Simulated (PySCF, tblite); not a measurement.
C3H9PSSi.
Z-matrix (Å and degrees, GFN2-xTB geometry), rows numbered from 1:
```
Si
C   1  1.9008
C   2  1.5449  1  119.38
C   3  1.5407  2   97.81  1  -142.35
P   2  1.8508  1  118.41  3  -106.93
S   5  1.9272  2  125.34  1   -95.20
H   1  1.4616  2  107.32  3   -65.56
H   1  1.4593  2  108.62  3   173.07
H   1  1.4656  2  107.47  3    52.94
H   2  1.0953  1  110.88  3   129.62
H   3  1.0902  2  110.91  1   -26.66
H   3  1.0894  2  114.33  1    96.31
H   4  1.0925  3  112.10  2   -91.00
H   4  1.0888  3  116.79  2   142.01
H   5  1.4017  2  103.17  1    40.19
```

Computed with CAM-B3LYP/def2-SVPD in PySCF (dipole) on a GFN2-xTB geometry, gas phase.

Masses are those of the commonest isotopes; rigid-rotor values at the optimised geometry. The values belong to one conformer with, in the numbering `[SiH3:1][C@@H:2]1[CH2:3][CH2:4][P@H:5]1=[S:6]`, Si1–C2–C3–C4 -142°, C2–C3–C4–P5 20°, C3–C4–P5–S6 -141°, Si1–C2–P5–C4 140°.

(1) Give the principal moments of inertia and the rotational constants in cm⁻¹.

(2) What kind of rotor is it?

(3) Is it planar, by Δ = Ic − Ia − Ib?

(4) Give the other two planar moments, Paa and Pbb, and the rms extents of the mass along the axes.

(5) Which lines would a microwave search look for?

## Answers

(1) Ia = 181.46, Ib = 399.32, Ic = 540.06 u·Å²; 505379 MHz·u·Å²/I gives 2785, 1266 and 935.8 MHz, that is A = 0.09290, B = 0.04222, C = 0.03121 cm⁻¹.

(2) An asymmetric top. Ray's parameter κ = (2B − A − C)/(A − C) = -0.643; −1 is the prolate and +1 the oblate limit.

(3) Not planar: Δ = Ic − Ia − Ib = -40.72 u·Å². For a rigid frame Δ = −2 Σ m c², so Σ m c² = 20.36 u·Å² lies off the ab plane: 11.22 from hydrogen and 9.14 from heavier atoms. The atom farthest from that plane is 1.71 Å away.

(4) Paa = Σ m a² = (Ib + Ic − Ia)/2 = 378.96 and Pbb = Σ m b² = (Ia + Ic − Ib)/2 = 161.10 u·Å². With the mass M = 135.99 u, the rms extents √(P/M) along a, b and c are 1.67, 1.09, 0.39 Å.

(5) The dipole components are |μa| = 3.63 D, |μb| = 2.69 D, |μc| = 0.42 D. The squared components, which scale the intensities, stand as 1.00 : 0.55 : 0.01 (a : b : c). Some lines, for components of 0.1 D or more:

```csv
type,branch,"J(Ka,Kc)",MHz,lower level (cm⁻¹)
a,Q,"1(1,0) ← 1(1,1)",330,0.124
b,R,"2(0,2) ← 1(1,1)",2835,0.124
b,R,"1(1,1) ← 0(0,0)",3721,0.000
c,R,"1(1,0) ← 0(0,0)",4051,0.000
a,R,"2(1,2) ← 1(1,1)",4073,0.124
c,Q,"2(2,1) ← 2(1,1)",4558,0.293
a,R,"3(0,3) ← 2(0,2)",6418,0.219
b,Q,"4(2,3) ← 4(1,4)",6777,0.732
b,R,"4(0,4) ← 3(1,3)",7475,0.463
b,Q,"4(3,1) ← 4(2,2)",7939,0.980
b,Q,"3(3,0) ← 3(2,1)",8220,0.673
a,R,"4(0,4) ← 3(0,3)",8376,0.433
c,R,"2(2,0) ← 1(1,0)",9339,0.135
a,R,"4(1,3) ← 3(1,2)",9355,0.529
b,Q,"4(4,0) ← 4(3,1)",11685,1.245
b,R,"3(2,1) ← 2(1,2)",12386,0.260
c,R,"4(2,2) ← 3(1,2)",13528,0.529
c,R,"4(2,3) ← 3(1,3)",14839,0.463
c,R,"4(3,2) ← 3(2,2)",17340,0.665
b,R,"4(4,1) ← 3(3,0)",20601,0.947
c,R,"4(4,0) ← 3(3,0)",20601,0.947
b,R,"4(4,0) ← 3(3,1)",20606,0.947
```

Its GFN2-xTB frequencies are all real (lowest 79 cm⁻¹). These are rigid-rotor constants of the computed structure; measured ground-state constants (B0) also hold zero-point vibration. A rigid rotor knows nothing of internal rotation, which can split or shift real lines.

Cost: about 90 s of CPU time on one thread; the machine was shared, so the figure is rough. This is the CAM-B3LYP/def2-SVPD job that gave the dipole, with the excitations it also computed.
